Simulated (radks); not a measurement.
Results of a calculation; reference values are marked as such.
Effect of the nuclear size on the cerium ion Ce+, [Xe] 4f1 5d2. Level of theory: Dirac Kohn-Sham, relativistic LDA (MacDonald-Vosko exchange, VWN5 correlation), spin-unpolarised, spherical densities, finite nucleus; open shells are shared between the two j in proportion to 2j + 1; Fermi nuclear charge, rms radius 4.8771 fm (a radial shooting solver on a logarithmic mesh with Libxc functionals). The rms radius is varied about that value; shifts are against it.

rms radius (fm),total energy shift (eV),density at nucleus (e/bohr^3),1s1/2 shift (meV),2s1/2 shift (meV),5s1/2 shift (meV),5p1/2 shift (meV),6s1/2 (empty) shift (meV)
4.3357,-2.16,3.875e+05,-894,-109,-0.896,0.044,-0.120
4.721,-0.645,3.808e+05,-266,-32.6,-0.267,0.013,-0.036
4.8771,0,3.782e+05,0.000,0.000,0.000,0.000,0.000
5.1502,1.17,3.739e+05,483,59.1,0.484,-0.023,0.065
5.8964,4.62,3.636e+05,1910,233,1.91,-0.093,0.256

Slopes of the eigenvalues against <r^2> in GHz/fm^2, as finite differences over the two radii next to the reference (eigenvalue slopes, not the field-shift constants of lines): 1s1/2 42800, 2s1/2 5230, 5s1/2 42.8, 5p1/2 -2.08, 6s1/2 (empty) 5.74.
